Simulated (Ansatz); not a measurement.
`N=C(N)[SeH]` and `[CH3][AlH][C](=N)[SeH]` differ in one atom or group.

Ansatz, PBE0-D4/def2-TZVP geometries, multiplicity 1. Each molecule was computed in one conformer, which needn't be the lowest.

Scalar relativity is left out up to krypton. Spin–orbit coupling is left out; it splits and shifts lone-pair levels of the heavy atoms by tenths of an eV.

```
                               property  `N=C(N)[SeH]`
    HOMO energy (B3LYP/def2-TZVPP) / eV          -6.77
HOMO–LUMO gap (ωB97M-V/def2-TZVPP) / eV          10.67
  LUMO energy (ωB97M-V/def2-TZVPP) / eV           1.47
     LUMO energy (PBE0/def2-TZVPP) / eV          -0.43
    HOMO–LUMO gap (PBE/def2-TZVPP) / eV           4.49
      HOMO energy (PBE/def2-TZVPP) / eV          -5.79
```

Problem. Give the same properties after the change, and the shifts. (Estimate.)

Solution. Computed: 
```json
{"property": "HOMO energy (B3LYP/def2-TZVPP) / eV", "`[CH3][AlH][C](=N)[SeH]`": "-6.65", "shift": "0.12"}
{"property": "HOMO–LUMO gap (ωB97M-V/def2-TZVPP) / eV", "`[CH3][AlH][C](=N)[SeH]`": "8.93", "shift": "-1.74"}
{"property": "LUMO energy (ωB97M-V/def2-TZVPP) / eV", "`[CH3][AlH][C](=N)[SeH]`": "-0.05", "shift": "-1.52"}
{"property": "LUMO energy (PBE0/def2-TZVPP) / eV", "`[CH3][AlH][C](=N)[SeH]`": "-1.80", "shift": "-1.37"}
{"property": "HOMO–LUMO gap (PBE/def2-TZVPP) / eV", "`[CH3][AlH][C](=N)[SeH]`": "3.01", "shift": "-1.48"}
{"property": "HOMO energy (PBE/def2-TZVPP) / eV", "`[CH3][AlH][C](=N)[SeH]`": "-5.63", "shift": "0.16"}
```

With PBE0 the HOMO rises by 0.14 eV and the LUMO falls by 1.37 eV, so the gap narrows by about 1.51 eV. PBE moves the HOMO by 0.16 eV and ωB97M-V by 0.22 eV.

B3LYP here is the variant with VWN-RPA as its local correlation; programs differ in this.
